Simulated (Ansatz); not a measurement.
Frontier orbitals of CH5AsSe, SMILES `C[Se][AsH2]`.

```xyz
8

C     0.857    1.019    0.683
Se   -0.926    0.692   -0.043
As   -0.512   -1.526   -0.771
H     0.842    2.039    1.068
H     1.071    0.328    1.495
H     1.608    0.938   -0.099
H    -1.785   -2.127   -0.189
H    -1.155   -1.364   -2.142
```

Total charge 0; spin multiplicity 1. Correlated methods include outer-core shells of As, Se, which these sets cover unevenly. Scalar relativity is left out up to krypton. The structure was optimised at the PBE0-D4/def2-TZVP level. Basis def2-TZVPP, Ansatz.

Orbital energies of one run (eV). Highest occupied ones, from the top: -5.97, -7.06, -8.83, -9.45, -10.03, -11.43, -11.55, -15.66, -17.85, -20.53, -43.72, -43.77, -43.79, -43.87. Empty: -1.10, 0.21, 0.34, 0.71, 2.53, 3.08.

Problem. Which functional gave them?
A. r2SCANh
B. BLYP
C. LDA (SPW92)
D. ωB97M-V

Solution. A. HOMO energies: r2SCANh -5.97, BLYP -5.13, LDA (SPW92) -5.41, ωB97M-V -8.60 eV.
